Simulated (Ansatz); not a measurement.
Born–Oppenheimer molecular dynamics of Cl₂F₃Ta (6 atoms, charge 0, multiplicity 1). It starts from a relaxed structure.

These are results of RKS PBE/def2-SVP in Ansatz 0.2.0, not measurements.

```yaml
ensemble: NVT, Nosé–Hoover chain
time_step: 1 fs
steps_asked: 150
set_temperature: 3000 K
thermostat: time constant 100 fs, chain length 3 (defaults)
seed: 658434
```

First frame:

```xyz
6
Properties=species:S:1:pos:R:3
Ta -0.033 0.000 0.000
F 1.839 0.000 0.000
F 0.070 0.000 1.895
F 0.070 0.000 -1.895
Cl -1.243 1.953 0.000
Cl -1.243 -1.953 0.000
```

Question: How far do the bonds stretch over the last three quarters of this one trajectory? (Pairs bonded in most of those frames.)

Answer: 
```csv
bond,mean (Å),spread (Å),shortest,longest
Ta1–F2,1.861,0.030,1.81,1.91
Ta1–F3,1.899,0.016,1.87,1.92
Ta1–F4,1.915,0.104,1.73,2.07
Ta1–Cl5,2.372,0.039,2.31,2.44
Ta1–Cl6,2.345,0.046,2.28,2.46
```

Mean temperature of the second half: 1939 K. The conserved energy stayed within 0.36 meV per atom of its start (net change 0.26 meV per atom), so the integration is sound. The mean temperature of the second half is 35 % below the set value. A run of 0.15 ps of so small a system gives no equilibrium averages.

The run took 3.6 min on 2 threads of Intel(R) Xeon(R) 6975P-C (Granite Rapids), with other jobs on the host, peak memory 0.17 GiB.
